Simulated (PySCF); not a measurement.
2,2-difluoro-1-silylethanone (C2H4F2OSi), SMILES O=C([SiH3])C(F)F. The structure is a stationary point at B3LYP-D3(BJ)/def2-SVP. The values are those of a single conformer.

Computed equilibrium geometry at B3LYP-D3(BJ)/def2-SVP (PySCF confirms it by a frequency run) as Cartesian coordinates in Å (one conformer of several):
```xyz
10

O     -0.3838     0.5466     1.8273
C     -0.0946     0.2199     0.7003
Si     1.7390     0.3539     0.0506
C     -1.1741    -0.3083    -0.2558
F     -1.1858     0.4857    -1.3569
F     -0.8199    -1.5607    -0.6409
H      2.5731    -0.4495     0.9834
H      1.8818    -0.1401    -1.3432
H      2.1088     1.7920     0.1386
H     -2.1751    -0.3250     0.2083
```
Charge 0, spin multiplicity 1.
